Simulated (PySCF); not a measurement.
benzoquinone (C6H4O2), SMILES O=C1C=CC(=O)C=C1. Coordinates come from a PBE-D3(BJ)/def2-SVP optimisation.

Method: PBE-D3(BJ)/def2-SVP (PySCF 2.14.0).

Harmonic wavenumbers (cm⁻¹): 96, 228, 324, 403, 440, 444, 504, 589, 739, 742, 769, 791, 888, 912, 994, 1002, 1036, 1104, 1186, 1281, 1320, 1350, 1607, 1645, 1694, 1703, 3118, 3119, 3135, 3137. Rotational constants (GHz): 5.216, 1.627, 1.240; symmetry number 4.

Problem. Work out the zero-point energy and the ideal-gas rigid-rotor harmonic-oscillator thermochemistry at 298.15 K and 1 atm.

Solution. ZPE = ½ Σ hcν = ½ × 36302 cm⁻¹ = 51.90 kcal/mol. H − E(el) = 56.49 kcal/mol. Entropy in cal/(mol K): translation 39.95, rotation 25.06, vibration 12.15, total 77.16. G − E(el) = 33.49 kcal/mol. Cp = 25.90 cal/(mol K). Modes under 150 cm⁻¹ make the vibrational entropy uncertain.
